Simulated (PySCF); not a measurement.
## Rotational lines of CaS

Lines J+1 ← J of the vibrational ground state, computed from M06-2X constants of CaS, ¹Σ⁺ (singlet), closed shell (PySCF, spin-free X2C with a Gaussian nucleus, basis sets Ca x2c-SVPall, S x2c-SVPall; masses 39.9626 and 31.9721 u), in MHz:

```csv
J,ν (MHz)
0,10587.8
1,21175.6
2,31763.2
3,42350.6
4,52937.7
```

Q: Find B0 and the effective bond length r0; with αe = 0.000748 cm⁻¹, find Re.

A: ν = 2B0(J+1) − 4D(J+1)³ gives B0 = 0.17659 cm⁻¹. With the reduced mass μred = 17.762 u, r0 = √(16.8576/(μred·B0)) (u, cm⁻¹, Å) = 2.3183 Å. Be = B0 + αe/2 = 0.17696 cm⁻¹ gives Re = 2.316 Å.
